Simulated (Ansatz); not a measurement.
Ansatz (a first-principles code) input (CCSD(T)/def2-SVPD):

Ansatz 0.2 input:
```yaml
crystal:
  periodic: [false, false, false]
  atoms:
    - {symbol: Zn, position_ang: [0.00000000, 0.00000000, 0.00000000]}
    - {symbol: I, position_ang: [-0.00000000, -0.00000000, -2.43400609]}
    - {symbol: I, position_ang: [0.00000000, 0.00000000, 2.43400609]}
basis:
  gaussian:
    orbitals: def2-SVPD
magnetization: {spin_polarized: true, initial_magnetization: 2}
correlation: {method: ccsd_t, electrons: outside_noble_gas}
```

Output:

```
Functional definition: HF
integrals: 0.27 GiB planned
1199 factors; integrals over basis functions are off by at most 3.4e-4 eV
mean field: 0.91 GiB planned
mean field evaluation 1: about -64512.2181 eV, gradient 7.5e0 eV
mean field evaluation 2: about -64512.3214 eV, gradient 7.6e0 eV
mean field evaluation 4: about -64512.8930 eV, gradient 1.4e0 eV
mean field evaluation 8: about -64512.9223 eV, gradient 4.0e-2 eV
mean field evaluation 16: about -64512.9223 eV, gradient 3.1e-4 eV
mean field evaluation 32: about -64513.4656 eV, gradient 2.9e-6 eV
mean field evaluation 64: about -64512.9223 eV, gradient 1.5e-2 eV
mean field evaluation 96: about -64512.5504 eV, gradient 4.9e-3 eV
mean field evaluation 128: about -64512.3358 eV, gradient 5.7e-1 eV
mean field evaluation 160: about -64513.1417 eV, gradient 3.0e0 eV
mean field evaluation 192: about -64512.7053 eV, gradient 4.0e0 eV
mean field evaluation 224: about -64513.3105 eV, gradient 2.0e0 eV
mean field evaluation 256: about -64512.9223 eV, gradient 6.2e-3 eV
mean field evaluation 288: about -64509.4237 eV, gradient 1.1e1 eV
mean field evaluation 320: about -64513.4656 eV, gradient 8.9e-3 eV
mean field evaluation 352: about -64512.6649 eV, gradient 2.9e-1 eV
mean field evaluation 384: about -64512.4439 eV, gradient 6.0e-1 eV
mean field evaluation 416: about -64513.3681 eV, gradient 2.6e0 eV
mean field evaluation 448: about -64512.4726 eV, gradient 3.8e0 eV
mean field evaluation 480: about -64512.6683 eV, gradient 3.7e-4 eV
mean field evaluation 512: about -64512.4206 eV, gradient 3.2e-3 eV
mean field evaluation 544: about -64510.7209 eV, gradient 2.1e0 eV
mean field evaluation 576: about -64510.9531 eV, gradient 1.6e0 eV
mean field evaluation 608: about -64511.0398 eV, gradient 3.9e-1 eV
mean field evaluation 640: about -64510.4695 eV, gradient 9.4e-3 eV
mean field evaluation 672: about -64511.2592 eV, gradient 5.6e-2 eV
mean field evaluation 704: about -64511.6981 eV, gradient 4.1e0 eV
mean field evaluation 736: about -64512.9223 eV, gradient 4.0e-2 eV
mean field evaluation 768: about -64512.1598 eV, gradient 5.3e0 eV
mean field evaluation 800: about -64512.0392 eV, gradient 4.3e-1 eV
mean field evaluation 832: about -64510.8065 eV, gradient 1.0e1 eV
mean field evaluation 864: about -64511.8882 eV, gradient 1.7e-3 eV
mean field evaluation 896: about -64509.5625 eV, gradient 1.5e-2 eV
mean field evaluation 928: about -64509.5625 eV, gradient 1.0e-4 eV
mean field evaluation 960: about -64511.5387 eV, gradient 9.5e-1 eV
mean field evaluation 992: about -64511.0704 eV, gradient 1.2e-1 eV
mean field evaluation 1024: about -64510.9857 eV, gradient 1.0e-2 eV
mean field evaluation 1056: about -64510.1126 eV, gradient 1.8e-2 eV
mean field evaluation 1088: about -64512.1402 eV, gradient 5.0e0 eV
mean field evaluation 1120: about -64512.9221 eV, gradient 1.1e-1 eV
mean field evaluation 1152: about -64512.0467 eV, gradient 1.2e-1 eV
mean field evaluation 1184: about -64511.8882 eV, gradient 2.5e-3 eV
mean field evaluation 1216: about -64511.7493 eV, gradient 9.9e-4 eV
mean field evaluation 1248: about -64511.7493 eV, gradient 3.6e-4 eV
mean field evaluation 1280: about -64511.5339 eV, gradient 3.7e-4 eV
mean field evaluation 1312: about -64511.0403 eV, gradient 2.1e0 eV
mean field evaluation 1344: about -64510.0630 eV, gradient 8.4e-1 eV
mean field evaluation 1376: about -64509.6114 eV, gradient 8.4e-3 eV
mean field evaluation 1408: about -64512.8655 eV, gradient 1.2e0 eV
mean field evaluation 1440: about -64512.9223 eV, gradient 1.6e-4 eV
mean field evaluation 1472: about -64512.2806 eV, gradient 4.4e-2 eV
mean field evaluation 1504: about -64511.8882 eV, gradient 4.7e-4 eV
mean field evaluation 1536: about -64511.5243 eV, gradient 5.3e-1 eV
mean field evaluation 1568: about -64511.7491 eV, gradient 3.6e-2 eV
mean field evaluation 1600: about -64510.9857 eV, gradient 5.2e-4 eV
mean field evaluation 1632: about -64512.2807 eV, gradient 3.0e-6 eV
mean field evaluation 1664: about -64511.2595 eV, gradient 7.3e-4 eV
mean field -64513.46562211 eV, -2370.8261328151 hartree, gradient 2.4e-6 eV, S^2 2.012841; 33 other end points of the search recorded, 0 dependent functions left out
determinant -64513.46562211 eV, -2370.8261328151 hartree, with singles and doubles -64526.81518933 eV, -2371.3167203615 hartree
determinant -64512.92231541 eV, -2370.8061666620 hartree, with singles and doubles -64526.78572223 eV, -2371.3156374657 hartree
determinant -64512.66831519 eV, -2370.7968323261 hartree, with singles and doubles -64525.77461453 eV, -2371.2784799431 hartree
determinant -64512.55043800 eV, -2370.7925004194 hartree, with singles and doubles -64526.46122835 eV, -2371.3037125357 hartree
determinant -64512.42064086 eV, -2370.7877304624 hartree, with singles and doubles -64525.54157999 eV, -2371.2699160816 hartree
determinant -64512.40885375 eV, -2370.7872972942 hartree, with singles and doubles -64525.97445280 eV, -2371.2858238639 hartree
determinant -64512.28069027 eV, -2370.7825873731 hartree, with singles and doubles -64526.04188206 eV, -2371.2883018436 hartree
determinant -64512.04720294 eV, -2370.7740068720 hartree, with singles and doubles -64525.71899409 eV, -2371.2764359295 hartree
determinant -64511.88819529 eV, -2370.7681634485 hartree, with singles and doubles -64525.52208536 eV, -2371.2691996673 hartree
determinant -64511.74925800 eV, -2370.7630575973 hartree, with singles and doubles -64525.45283322 eV, -2371.2666546981 hartree
determinant -64511.53389686 eV, -2370.7551432213 hartree, with singles and doubles -64525.19836241 eV, -2371.2573030681 hartree
determinant -64511.25951296 eV, -2370.7450597990 hartree, with singles and doubles -64524.56290545 eV, -2371.2339504556 hartree
determinant -64511.08858692 eV, -2370.7387783829 hartree, with singles and doubles -64524.32081130 eV, -2371.2250536598 hartree
determinant -64511.07110936 eV, -2370.7381360945 hartree, with singles and doubles -64524.63610945 eV, -2371.2366406529 hartree
determinant -64510.98574768 eV, -2370.7349991107 hartree, with singles and doubles -64524.83614090 eV, -2371.2439916734 hartree
determinant -64510.70309537 eV, -2370.7246118296 hartree, with singles and doubles -64523.71652707 eV, -2371.2028466238 hartree
determinant -64510.46951081 eV, -2370.7160277557 hartree, with singles and doubles -64523.49709463 eV, -2371.1947826306 hartree
determinant -64510.11265382 eV, -2370.7029135030 hartree, with singles and doubles -64524.27058582 eV, -2371.2232079075 hartree
determinant -64513.46562211 eV, -2370.8261328151 hartree, with singles and doubles -64526.82782311 eV, -2371.3171846445 hartree
determinant -64512.92231541 eV, -2370.8061666620 hartree, with singles and doubles -64526.78551520 eV, -2371.3156298575 hartree
determinant -64512.55043800 eV, -2370.7925004194 hartree, with singles and doubles -64526.46140923 eV, -2371.3037191828 hartree
27 core orbitals not correlated
reference -64513.46562211 eV, -2370.8261328151 hartree; 14, 12 occupied and 63, 65 virtual orbitals, 1199 factors
second order -13.33564563 eV of doubles, -0.00000000 eV of singles
coupled cluster: 0.55 GiB planned
cycle   1  -13.36220001 eV  change    9.8e-7 eV  update   2.5e-6
perturbative correction -0.42148914 eV, -0.0154894403 hartree
Total energy: -64527.24931127 eV, -2371.3326740486 hartree
```

This state (charge 0, triplet) is run at the relaxed geometry of the species with charge 0 and multiplicity 1, and is a spin state other than that species' own.
